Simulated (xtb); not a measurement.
Job for xtb: GFN-FF on C3H8S (a complex), monomers drawn apart or pushed together.

```
$ xtb mol.xyz --gfnff --sp --chrg 0 --uhf 0
12

S      0.12225187     0.46331974     0.72926504
H      0.65053172     0.15305370     1.92706212
H      1.24509591     0.13301200     0.07201142
C      1.03311024    -0.13688932     6.62222053
C     -0.06496607    -0.87618448     6.51291076
C     -1.43795818    -0.34520347     6.25299111
H      0.99977677     0.94340682     6.53317429
H      2.00122495    -0.58284409     6.81064484
H      0.01890924    -1.95544966     6.61020633
H     -2.12199699    -0.62042210     7.06059575
H     -1.43625604     0.74152669     6.15964538
H     -1.85192793    -0.76951178     5.33358791
```

**Question.** Predict the final total energy.

**Answer.** -1.6498 hartree.
